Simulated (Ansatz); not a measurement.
## Molecular dynamics of BrGeH$_{5}$

Input:

```yaml
crystal:
  periodic: [false, false, false]
  atoms:
    - { symbol: Br, position_ang: [-0.793774, -0.230326, -3.150079] }
    - { symbol: H, position_ang: [0.108195, -0.149468, -2.029517] }
    - { symbol: Ge, position_ang: [0.128164, 0.076762, 1.047199] }
    - { symbol: H, position_ang: [0.988861, -0.018686, -0.245163] }
    - { symbol: H, position_ang: [-0.756185, -1.186918, 1.150557] }
    - { symbol: H, position_ang: [-0.755507, 1.342408, 0.964142] }
    - { symbol: H, position_ang: [1.080346, 0.166128, 2.262861] }
basis:
  gaussian: { orbitals: def2-SVP }
hamiltonian:
  xc: pbe
md:
  timestep: 0.5
  n_steps: 100
  ensemble: nvt_langevin
  temperature: 200.0
  initial_velocities: maxwell_boltzmann
  seed: 356398
  friction: 0.05
scf:
  lower_state_search: "off"
```

Launched with:

```bash
$ ansatz run input.yaml --threads 2 --pin off --max-ram 3072MiB --backend cpu --events-out ev --progress --plain --runs-dir out
```

It starts from a relaxed structure.

Output, in part (one step line in 2, the closing report, with atoms numbered from 0):

```
md step     0: t =     0.00 fs  T =   171.4 K  F+E_penalty+E_count = -126610.43120676 eV  E_kin = 0.155112 eV  (12 SCF iters)
md step     2: t =     1.00 fs  T =   136.9 K  F+E_penalty+E_count = -126610.42449739 eV  E_kin = 0.123850 eV  (18 SCF iters)
md step     4: t =     2.00 fs  T =   123.4 K  F+E_penalty+E_count = -126610.41136234 eV  E_kin = 0.111637 eV  (18 SCF iters)
md step     6: t =     3.00 fs  T =   165.7 K  F+E_penalty+E_count = -126610.40313473 eV  E_kin = 0.149963 eV  (18 SCF iters)
md step     8: t =     4.00 fs  T =   127.7 K  F+E_penalty+E_count = -126610.39837677 eV  E_kin = 0.115587 eV  (18 SCF iters)
md step    10: t =     5.00 fs  T =   105.7 K  F+E_penalty+E_count = -126610.39073533 eV  E_kin = 0.095676 eV  (18 SCF iters)
md step    12: t =     6.00 fs  T =    86.2 K  F+E_penalty+E_count = -126610.37863837 eV  E_kin = 0.078024 eV  (17 SCF iters)
md step    14: t =     7.00 fs  T =   100.6 K  F+E_penalty+E_count = -126610.36996634 eV  E_kin = 0.091027 eV  (18 SCF iters)
md step    16: t =     8.00 fs  T =    94.8 K  F+E_penalty+E_count = -126610.36641316 eV  E_kin = 0.085784 eV  (17 SCF iters)
md step    18: t =     9.00 fs  T =   113.0 K  F+E_penalty+E_count = -126610.36974427 eV  E_kin = 0.102273 eV  (17 SCF iters)
md step    20: t =    10.00 fs  T =   115.2 K  F+E_penalty+E_count = -126610.37653226 eV  E_kin = 0.104226 eV  (18 SCF iters)
md step    22: t =    11.00 fs  T =   116.1 K  F+E_penalty+E_count = -126610.37322471 eV  E_kin = 0.105081 eV  (18 SCF iters)
md step    24: t =    12.00 fs  T =    95.5 K  F+E_penalty+E_count = -126610.36266088 eV  E_kin = 0.086446 eV  (19 SCF iters)
md step    26: t =    13.00 fs  T =    80.1 K  F+E_penalty+E_count = -126610.35501871 eV  E_kin = 0.072502 eV  (19 SCF iters)
md step    28: t =    14.00 fs  T =    82.7 K  F+E_penalty+E_count = -126610.35433367 eV  E_kin = 0.074807 eV  (18 SCF iters)
md step    30: t =    15.00 fs  T =    66.9 K  F+E_penalty+E_count = -126610.35777590 eV  E_kin = 0.060538 eV  (18 SCF iters)
md step    32: t =    16.00 fs  T =   103.5 K  F+E_penalty+E_count = -126610.36801230 eV  E_kin = 0.093650 eV  (18 SCF iters)
md step    34: t =    17.00 fs  T =   141.4 K  F+E_penalty+E_count = -126610.37881077 eV  E_kin = 0.127931 eV  (18 SCF iters)
md step    36: t =    18.00 fs  T =   126.4 K  F+E_penalty+E_count = -126610.38446641 eV  E_kin = 0.114356 eV  (18 SCF iters)
md step    38: t =    19.00 fs  T =   132.9 K  F+E_penalty+E_count = -126610.38030905 eV  E_kin = 0.120245 eV  (18 SCF iters)
md step    40: t =    20.00 fs  T =   119.0 K  F+E_penalty+E_count = -126610.36494804 eV  E_kin = 0.107692 eV  (18 SCF iters)
md step    42: t =    21.00 fs  T =   100.6 K  F+E_penalty+E_count = -126610.35483161 eV  E_kin = 0.091037 eV  (18 SCF iters)
md step    44: t =    22.00 fs  T =    99.5 K  F+E_penalty+E_count = -126610.35547023 eV  E_kin = 0.090045 eV  (18 SCF iters)
md step    46: t =    23.00 fs  T =   106.0 K  F+E_penalty+E_count = -126610.36961420 eV  E_kin = 0.095870 eV  (18 SCF iters)
md step    48: t =    24.00 fs  T =    92.7 K  F+E_penalty+E_count = -126610.38430232 eV  E_kin = 0.083883 eV  (18 SCF iters)
md step    50: t =    25.00 fs  T =   101.2 K  F+E_penalty+E_count = -126610.38571522 eV  E_kin = 0.091609 eV  (18 SCF iters)
md step    52: t =    26.00 fs  T =   113.6 K  F+E_penalty+E_count = -126610.37896841 eV  E_kin = 0.102809 eV  (18 SCF iters)
md step    54: t =    27.00 fs  T =    82.4 K  F+E_penalty+E_count = -126610.36707657 eV  E_kin = 0.074539 eV  (19 SCF iters)
md step    56: t =    28.00 fs  T =    89.5 K  F+E_penalty+E_count = -126610.35976916 eV  E_kin = 0.080963 eV  (18 SCF iters)
md step    58: t =    29.00 fs  T =   112.9 K  F+E_penalty+E_count = -126610.35839197 eV  E_kin = 0.102199 eV  (18 SCF iters)
md step    60: t =    30.00 fs  T =   143.9 K  F+E_penalty+E_count = -126610.36094498 eV  E_kin = 0.130212 eV  (18 SCF iters)
md step    62: t =    31.00 fs  T =   152.0 K  F+E_penalty+E_count = -126610.35799602 eV  E_kin = 0.137520 eV  (18 SCF iters)
md step    64: t =    32.00 fs  T =   177.4 K  F+E_penalty+E_count = -126610.35372645 eV  E_kin = 0.160502 eV  (18 SCF iters)
md step    66: t =    33.00 fs  T =   210.4 K  F+E_penalty+E_count = -126610.35171602 eV  E_kin = 0.190401 eV  (18 SCF iters)
md step    68: t =    34.00 fs  T =   240.4 K  F+E_penalty+E_count = -126610.35529169 eV  E_kin = 0.217502 eV  (18 SCF iters)
md step    70: t =    35.00 fs  T =   263.9 K  F+E_penalty+E_count = -126610.36201155 eV  E_kin = 0.238812 eV  (17 SCF iters)
md step    72: t =    36.00 fs  T =   244.4 K  F+E_penalty+E_count = -126610.36377190 eV  E_kin = 0.221135 eV  (18 SCF iters)
md step    74: t =    37.00 fs  T =   206.1 K  F+E_penalty+E_count = -126610.35911116 eV  E_kin = 0.186459 eV  (18 SCF iters)
md step    76: t =    38.00 fs  T =   192.5 K  F+E_penalty+E_count = -126610.35000731 eV  E_kin = 0.174176 eV  (18 SCF iters)
md step    78: t =    39.00 fs  T =   202.4 K  F+E_penalty+E_count = -126610.33073695 eV  E_kin = 0.183160 eV  (18 SCF iters)
md step    80: t =    40.00 fs  T =   212.8 K  F+E_penalty+E_count = -126610.31756384 eV  E_kin = 0.192547 eV  (18 SCF iters)
md step    82: t =    41.00 fs  T =   278.7 K  F+E_penalty+E_count = -126610.31869083 eV  E_kin = 0.252186 eV  (18 SCF iters)
md step    84: t =    42.00 fs  T =   265.9 K  F+E_penalty+E_count = -126610.33679993 eV  E_kin = 0.240558 eV  (18 SCF iters)
md step    86: t =    43.00 fs  T =   277.7 K  F+E_penalty+E_count = -126610.36372250 eV  E_kin = 0.251239 eV  (18 SCF iters)
md step    88: t =    44.00 fs  T =   261.4 K  F+E_penalty+E_count = -126610.38209034 eV  E_kin = 0.236509 eV  (18 SCF iters)
md step    90: t =    45.00 fs  T =   318.7 K  F+E_penalty+E_count = -126610.38776684 eV  E_kin = 0.288363 eV  (18 SCF iters)
md step    92: t =    46.00 fs  T =   266.5 K  F+E_penalty+E_count = -126610.37887500 eV  E_kin = 0.241160 eV  (18 SCF iters)
md step    94: t =    47.00 fs  T =   286.4 K  F+E_penalty+E_count = -126610.35525945 eV  E_kin = 0.259129 eV  (18 SCF iters)
md step    96: t =    48.00 fs  T =   209.6 K  F+E_penalty+E_count = -126610.32420673 eV  E_kin = 0.189655 eV  (18 SCF iters)
md step    98: t =    49.00 fs  T =   223.2 K  F+E_penalty+E_count = -126610.30017625 eV  E_kin = 0.201936 eV  (18 SCF iters)
md step   100: t =    50.00 fs  T =   259.9 K  F+E_penalty+E_count = -126610.29044121 eV  E_kin = 0.235124 eV  (18 SCF iters)
Total energy: -126610.29047734 eV, -4652.8423555052 hartree
Atom 0 at    -0.809905    -0.217747    -3.152648 Å, force    -0.024498     0.003512    -0.008931 eV/Å
Atom 1 at     0.186000     0.023655    -2.146045 Å, force     0.043030    -0.003712     0.016867 eV/Å
Atom 2 at     0.157964     0.074833     1.022568 Å, force     0.931843     0.580252     0.458959 eV/Å
Atom 3 at     1.340799     0.013240    -0.105066 Å, force    -0.945469     0.086826     0.657669 eV/Å
Atom 4 at    -0.871752    -1.038790     0.893176 Å, force    -0.239481    -0.340098    -0.300012 eV/Å
Atom 5 at    -0.620033     1.471427     1.052502 Å, force     0.510171    -0.603974    -0.117327 eV/Å
Atom 6 at     0.864864    -0.189494     2.441439 Å, force    -0.275597     0.277195    -0.707224 eV/Å
Dipole moment:     0.110688     0.032711     0.166492 e Å
```

All steps were run. A run of 0.05 ps of so small a system gives no equilibrium averages.

The same pairs are bonded in the first frame and the last. Pairs count as bonded within 1.25 times the sum of covalent radii (0.12 Å more for H–H).

Last frame:

```xyz
7
Properties=species:S:1:pos:R:3
Br -0.810 -0.218 -3.153
H 0.186 0.024 -2.146
Ge 0.158 0.075 1.023
H 1.341 0.013 -0.105
H -0.872 -1.039 0.893
H -0.620 1.471 1.052
H 0.865 -0.190 2.441
```

Run time: 2 min on 2 threads of Arm Neoverse N1, with other jobs on the host, peak memory 0.11 GiB.
